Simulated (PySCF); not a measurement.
Ligand exchange on a metal centre used in film growth or etching (Y Cl-F). Gas-phase values, no solvent.

The HOMO–LUMO gap from two functionals at the same geometries (r2SCAN-D4/def2-SVP), both in PySCF: PBE-D3(BJ)/def2-TZVP and TPSSh-D3(BJ)/def2-TZVP. 

| species | PBE-D3(BJ)/def2-TZVP (eV) |
|---|---|
| 0 of 3 Cl replaced by F ([Y(Cl)3]) | 4.05 |
| 1 of 3 Cl replaced by F | 4.12 |
| 2 of 3 Cl replaced by F ([Y(Cl)(F)2]) | 4.17 |
| 3 of 3 Cl replaced by F ([Y(F)3]) | 5.41 |

What does TPSSh-D3(BJ)/def2-TZVP give for each?


- 0 of 3 Cl replaced by F ([Y(Cl)3]): 5.22
- 1 of 3 Cl replaced by F: 5.30
- 2 of 3 Cl replaced by F ([Y(Cl)(F)2]): 5.36
- 3 of 3 Cl replaced by F ([Y(F)3]): 6.80
Over these rows, drawn at random from the members with no instability flagged (it was tested for open shells, ions and some series alone), PBE minus TPSSh-D3(BJ): mean -1.23 eV, from -1.39 eV to -1.17 eV.
